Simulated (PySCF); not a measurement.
Correlation energy of Ne (neon, neutral)

[Ne], closed-shell 1S. All numbers are calculated (PySCF 2.14, scalar relativity by spin-free X2C-1e, in x2c-TZVPPall). Frozen: nothing; 10 electrons correlated.

MP2 pair energies summed by pair of shells (mhartree):

```json
{"pair": "2p-2p", "energy": "-188.07", "share (%)": "66.8"}
{"pair": "2s-2p", "energy": "-64.36", "share (%)": "22.9"}
{"pair": "1s-1s", "energy": "-11.98", "share (%)": "4.3"}
{"pair": "2s-2s", "energy": "-9.53", "share (%)": "3.4"}
{"pair": "1s-2p", "energy": "-5.42", "share (%)": "1.9"}
{"pair": "1s-2s", "energy": "-1.98", "share (%)": "0.7"}
```

Total MP2 correlation energy: -281.34 mhartree.

Same-spin part -71.00 and opposite-spin part -210.34 mhartree; SCS-MP2 scales them by 1/3 and 6/5 to -276.08 mhartree.

This basis was not built for core-valence correlation, so the inner-shell part is incomplete.
